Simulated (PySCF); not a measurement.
C₅H₈S, SMILES CSCC#CC.

Coordinates come from a B3LYP-D3(BJ)/def2-SVP optimisation. One conformer was computed; it need not be the lowest.

Method: HF/def2-TZVP in PySCF.

```json
{
 "total_energy": "-591.54603 hartree",
 "highest_occupied_level": "-9.24 eV",
 "lowest_empty_level": "3.71 eV",
 "orbital_gap": "12.94 eV",
 "dipole_moment": "1.39 D",
 "quadrupole, principal values (traceless, Buckingham form, about the centre of nuclear charge)": "-7.19, -7.00, 14.20 D·Å",
 "mean_static_polarisability": "77.7 bohr³ (11.52 Å³)",
 "polarisability_principal_values": "54.6, 63.9, 114.8 bohr³"
}
```
